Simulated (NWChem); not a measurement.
System: H$_{2}$TeO$_{2}$; SMILES O[Te]O

Parts of the log:

```
             Northwest Computational Chemistry Package (NWChem) 7.3.0
             --------------------------------------------------------

 C2  symmetry detected

                             Geometry "geometry" -> ""
                             -------------------------

 Output coordinates in angstroms (scale by  1.889725989 to convert to a.u.)

  No.       Tag          Charge          X              Y              Z
 ---- ---------------- ---------- -------------- -------------- --------------
    1 Te                  52.0000     0.00000000     0.00000000     0.33766340
    2 O                    8.0000    -1.51507439    -0.05994539    -0.94504460
    3 H                    1.0000    -1.69871934     0.84852527    -1.21889160
    4 O                    8.0000     1.51507439     0.05994539    -0.94504460
    5 H                    1.0000     1.69871934    -0.84852527    -1.21889160

 Effective nuclear repulsion energy (a.u.)     266.7168366303

      Symmetry information
      --------------------

 Group name             C2
 Group number              4
 Group order               2
 No. of unique centers     3

 Summary of "ao basis" -> "ao basis" (spherical)
 ------------------------------------------------------------------------------
       Tag                 Description            Shells   Functions and Types
 ---------------- ------------------------------  ------  ---------------------
 Te                         def2-svp                10       26   4s4p2d
 O                          def2-svp                 6       14   3s2p1d
 H                          def2-svp                 3        5   2s1p

      Symmetry analysis of basis
      --------------------------

        a          33
        b          31

            General Information
            -------------------
          SCF calculation type: DFT
          Wavefunction type:  closed shell.
          No. of atoms     :     5
          No. of electrons :    42
           Alpha electrons :    21
            Beta electrons :    21
          Charge           :     0
          Spin multiplicity:     1
          Use of symmetry is: on ; symmetry adaption is: on
          Maximum number of iterations: 150
          AO basis - number of functions:    64
                     number of shells:    28
          Convergence on energy requested:  1.00D-06
          Convergence on density requested:  1.00D-05
          Convergence on gradient requested:  5.00D-04

              XC Information
              --------------
          PerdewBurkeErnzerhof Exchange Functional  1.000
            Perdew 1991 LDA Correlation Functional  1.000 local
           PerdewBurkeErnz. Correlation Functional  1.000 non-local

             Grid Information
             ----------------
          Grid used for XC integration:  fine
          Radial quadrature: Mura-Knowles
          Angular quadrature: Lebedev.
          Tag              B.-S. Rad. Rad. Pts. Rad. Cut. Ang. Pts.
          ---              ---------- --------- --------- ---------
          Te                  1.40      141           9.0       974
          O                   0.60       70          10.0       590
          H                   0.35       60          11.0       590
          Grid pruning is: on
          Number of quadrature shells:   271
          Spatial weights used:  Erf1

      Superposition of Atomic Density Guess
      -------------------------------------

 Sum of atomic energies:        -461.60458416

      Non-variational initial energy
      ------------------------------

 Total energy =    -417.689396
 1-e energy   =    -943.272538
 2-e energy   =     390.304131
 HOMO         =      -0.209056
 LUMO         =      -0.045023

      Symmetry analysis of molecular orbitals - initial
      -------------------------------------------------

  Numbering of irreducible representations:

     1 a           2 b

  Orbital symmetries:

     1 a           2 b           3 a           4 b           5 a
     6 b           7 b           8 a           9 a          10 a
    11 b          12 a          13 b          14 a          15 b
    16 a          17 b          18 a          19 b          20 a
    21 b          22 b          23 a          24 a          25 b
    26 a          27 b          28 a          29 b          30 a
    31 b

     ---------------------------------------------
      Total Density - Mulliken Population Analysis
     ---------------------------------------------

    Atom       Charge   Shell Charges
 -----------   ------   -------------------------------------------------------
    1 Te  24    23.09   1.77  0.27  1.21  0.64  2.91  3.12  1.58  1.47  9.85  0.27
    2 O    8     8.79   1.99  1.10  0.69  2.99  2.01  0.00
    3 H    1     0.66   0.53  0.07  0.06
    4 O    8     8.79   1.99  1.10  0.69  2.99  2.01  0.00
    5 H    1     0.66   0.53  0.07  0.06

   convergence    iter        energy       DeltaE   RMS-Dens  Diis-err
 ---------------- ----- ----------------- --------- --------- ---------
 d= 0,ls=0.0,diis     1   -419.2667812306 -5.55D+02  3.19D-02  7.44D-01
 d= 0,ls=0.0,diis     2   -418.8612592448  4.06D-01  2.21D-02  4.23D+00
 d= 0,ls=0.0,diis     3   -419.3515252259 -4.90D-01  3.59D-03  6.98D-02
 d= 0,ls=0.0,diis     4   -419.3594752258 -7.95D-03  9.72D-04  3.02D-03
 d= 0,ls=0.0,diis     5   -419.3598541585 -3.79D-04  2.37D-04  1.70D-04
  Resetting Diis
 d= 0,ls=0.0,diis     6   -419.3598772468 -2.31D-05  4.37D-05  3.52D-06
 d= 0,ls=0.0,diis     7   -419.3598776858 -4.39D-07  2.86D-05  3.83D-07
 d= 0,ls=0.0,diis     8   -419.3598774410  2.45D-07  1.62D-05  2.39D-06
 d= 0,ls=0.0,diis     9   -419.3598777540 -3.13D-07  3.23D-06  4.35D-08

         Total DFT energy =     -419.359877753958
      One electron energy =     -945.084542390553
           Coulomb energy =      428.989169729929
    Exchange-Corr. energy =      -38.543516025819
 Nuclear repulsion energy =      135.279010932484

 Numeric. integr. density =       42.000000207849

                  Occupations of the irreducible representations
                  ----------------------------------------------

                     irrep           alpha         beta
                     --------     --------     --------
                     a                11.0         11.0
                     b                10.0         10.0

                       DFT Final Molecular Orbital Analysis
                       ------------------------------------

 Vector   19  Occ=2.000000D+00  E=-2.643556D-01  Symmetry=a
              MO Center=  1.6D-13,  1.8D-15, -8.0D-01, r^2= 3.0D+00
   Bfn.  Coefficient  Atom+Function         Bfn.  Coefficient  Atom+Function
  ----- ------------  ---------------      ----- ------------  ---------------
    32      0.408201  2 O  pz                51      0.408201  4 O  pz
    35      0.314020  2 O  pz                54      0.314020  4 O  pz
     4     -0.197699  1 Te s                  3     -0.156053  1 Te s
    13     -0.149449  1 Te pz                31      0.135920  2 O  py
    50     -0.135920  4 O  py                34      0.106576  2 O  py

 Vector   20  Occ=2.000000D+00  E=-2.597764D-01  Symmetry=b
              MO Center= -1.9D-13, -3.7D-15, -8.9D-01, r^2= 3.0D+00
   Bfn.  Coefficient  Atom+Function         Bfn.  Coefficient  Atom+Function
  ----- ------------  ---------------      ----- ------------  ---------------
    30      0.384363  2 O  px                49      0.384363  4 O  px
    33      0.291089  2 O  px                52      0.291089  4 O  px
    32     -0.241913  2 O  pz                51      0.241913  4 O  pz
    35     -0.177026  2 O  pz                54      0.177026  4 O  pz
    14      0.120430  1 Te px                20      0.047780  1 Te d  1

 Vector   21  Occ=2.000000D+00  E=-1.796343D-01  Symmetry=b
              MO Center= -3.9D-15,  1.9D-16,  2.3D-01, r^2= 2.6D+00
   Bfn.  Coefficient  Atom+Function         Bfn.  Coefficient  Atom+Function
  ----- ------------  ---------------      ----- ------------  ---------------
    12      0.597547  1 Te py                15      0.536169  1 Te py
     9     -0.229791  1 Te py                 6     -0.178664  1 Te py
    31     -0.155991  2 O  py                50     -0.155991  4 O  py
    29      0.104181  2 O  s                 34     -0.104677  2 O  py
    53     -0.104677  4 O  py                41     -0.104031  3 H  s

 Vector   22  Occ=0.000000D+00  E=-7.799927D-02  Symmetry=b
              MO Center=  2.7D-14, -9.3D-15,  2.7D-01, r^2= 3.2D+00
   Bfn.  Coefficient  Atom+Function         Bfn.  Coefficient  Atom+Function
  ----- ------------  ---------------      ----- ------------  ---------------
    14      0.683332  1 Te px                11      0.494987  1 Te px
    29      0.292163  2 O  s                 48     -0.292163  4 O  s
    32      0.239481  2 O  pz                51     -0.239481  4 O  pz
    35      0.212255  2 O  pz                54     -0.212255  4 O  pz
     8     -0.189670  1 Te px                 5     -0.146035  1 Te px

 Vector   23  Occ=0.000000D+00  E=-6.572285D-02  Symmetry=a
              MO Center= -6.5D-14,  1.0D-14, -1.6D-01, r^2= 3.3D+00
   Bfn.  Coefficient  Atom+Function         Bfn.  Coefficient  Atom+Function
  ----- ------------  ---------------      ----- ------------  ---------------
    16      0.617292  1 Te pz                13      0.465508  1 Te pz
     3     -0.356764  1 Te s                 29      0.345713  2 O  s
    48      0.345713  4 O  s                 30      0.272570  2 O  px
    49     -0.272570  4 O  px                33      0.251631  2 O  px
    52     -0.251631  4 O  px                42     -0.187119  3 H  s

 Vector   24  Occ=0.000000D+00  E= 5.604915D-02  Symmetry=a
              MO Center=  1.3D-13, -7.6D-14, -1.0D+00, r^2= 6.2D+00
   Bfn.  Coefficient  Atom+Function         Bfn.  Coefficient  Atom+Function
  ----- ------------  ---------------      ----- ------------  ---------------
    42      0.922113  3 H  s                 61      0.922113  5 H  s
     3     -0.661839  1 Te s                 29     -0.428417  2 O  s
    48     -0.428417  4 O  s                 16      0.326482  1 Te pz
    34     -0.267773  2 O  py                53      0.267773  4 O  py
    31     -0.178565  2 O  py                50      0.178565  4 O  py

     ---------------------------------------------
      Total Density - Mulliken Population Analysis
     ---------------------------------------------

    Atom       Charge   Shell Charges
 -----------   ------   -------------------------------------------------------
    1 Te  24    23.57   1.77  0.28  1.40  0.48  2.90  3.13  1.96  1.45  9.81  0.39
    2 O    8     8.41   1.99  1.10  0.72  2.80  1.80  0.01
    3 H    1     0.81   0.68  0.06  0.07
    4 O    8     8.41   1.99  1.10  0.72  2.80  1.80  0.01
    5 H    1     0.81   0.68  0.06  0.07

     -------------------------------------------
      Total Density - Lowdin Population Analysis
     -------------------------------------------

    Atom       Charge   Shell Charges
 -----------   ------   -------------------------------------------------------
    1 Te  24    23.57   1.23  0.75  1.07  0.75  2.73  3.16  1.94  1.63  9.56  0.75
    2 O    8     8.28   1.97  0.93  0.66  2.65  2.04  0.02
    3 H    1     0.94   0.57  0.18  0.18
    4 O    8     8.28   1.97  0.93  0.66  2.65  2.04  0.02
    5 H    1     0.94   0.57  0.18  0.18

     Multipole analysis of the density
     ---------------------------------

     L   x y z        total         alpha         beta         nuclear
     -   - - -        -----         -----         ----         -------
     0   0 0 0     -0.000000    -21.000000    -21.000000     42.000000

     1   1 0 0     -0.000000     -0.000000     -0.000000      0.000000
     1   0 1 0      0.000000      0.000000      0.000000      0.000000
     1   0 0 1      0.239904      9.053230      9.053230    -17.866556

     2   2 0 0    -27.840794    -89.802838    -89.802838    151.764882
     2   1 1 0     -4.197858      0.453784      0.453784     -5.105426
     2   1 0 1     -0.000000     -0.000000     -0.000000      0.000000
     2   0 2 0    -27.631402    -16.489509    -16.489509      5.347617
     2   0 1 1     -0.000000     -0.000000     -0.000000     -0.000000
     2   0 0 2    -26.410344    -48.911423    -48.911423     71.412501

            General Information
            -------------------
          SCF calculation type: DFT
          Wavefunction type:  closed shell.
          No. of atoms     :     5
          No. of electrons :    42
           Alpha electrons :    21
            Beta electrons :    21
          Charge           :     0
          Spin multiplicity:     1
          Use of symmetry is: on ; symmetry adaption is: on
          Maximum number of iterations: 150
          AO basis - number of functions:    64
                     number of shells:    28
          Convergence on energy requested:  1.00D-06
          Convergence on density requested:  1.00D-05
          Convergence on gradient requested:  5.00D-04

              XC Information
              --------------
          PerdewBurkeErnzerhof Exchange Functional  1.000
            Perdew 1991 LDA Correlation Functional  1.000 local
           PerdewBurkeErnz. Correlation Functional  1.000 non-local

             Grid Information
             ----------------
          Grid used for XC integration:  fine
          Radial quadrature: Mura-Knowles
          Angular quadrature: Lebedev.
          Tag              B.-S. Rad. Rad. Pts. Rad. Cut. Ang. Pts.
          ---              ---------- --------- --------- ---------
          Te                  1.40      141           9.0       974
          O                   0.60       70          10.0       590
          H                   0.35       60          11.0       590
          Grid pruning is: on
          Number of quadrature shells:   271
          Spatial weights used:  Erf1

          Convergence Information
          -----------------------
          Convergence aids based upon iterative change in
          total energy or number of iterations.
          Levelshifting, if invoked, occurs when the
          HOMO/LUMO gap drops below (HL_TOL):  1.00D-02
          DIIS, if invoked, will attempt to extrapolate
          using up to (NFOCK): 10 stored Fock matrices.

                    Damping( 0%)  Levelshifting(0.5)       DIIS
                  --------------- ------------------- ---------------
          dE  on:    start            ASAP                start
          dE off:    2 iters        150 iters           150 iters

                            NWChem DFT Gradient Module
                            --------------------------

  charge          =   0.00
  wavefunction    = closed shell

  Using symmetry

                         DFT ENERGY GRADIENTS

    atom               coordinates                        gradient
                 x          y          z           x          y          z
   1 Te      0.000000   0.000000   0.638091    0.000000   0.000000  -0.014991
   2 O      -2.863075  -0.113280  -1.785875    0.008506   0.012190   0.004949
   3 H      -3.210114   1.603480  -2.303371    0.001720  -0.011431   0.002546
   4 O       2.863075   0.113280  -1.785875   -0.008506  -0.012190   0.004949
   5 H       3.210114  -1.603480  -2.303371   -0.001720   0.011431   0.002546
```

Level: PBE/def2-SVP with def2 effective core potentials on Te. All runs use the structure optimised with PBE0/def2-SVP. def2 effective core potentials on Te; no spin-orbit coupling.

Question: Reconstruct the input file.

Answer: Several could match; the one computed here: the input that was run:
```
start job
memory heap 200 mb stack 900 mb global 1100 mb
geometry units angstroms noautoz
  Te     0.000000     0.000000     0.271285
  O     -1.515261    -0.055027    -1.011423
  H     -1.695956     0.854035    -1.285270
  O      1.515261     0.055027    -1.011423
  H      1.695956    -0.854035    -1.285270
end
basis spherical
  Te library def2-svp
  O library def2-svp
  H library def2-svp
end
ecp
  Te library def2-ecp
end
dft
  xc xpbe96 cpbe96
  grid fine
  iterations 150
  mulliken
end
task dft gradient
```
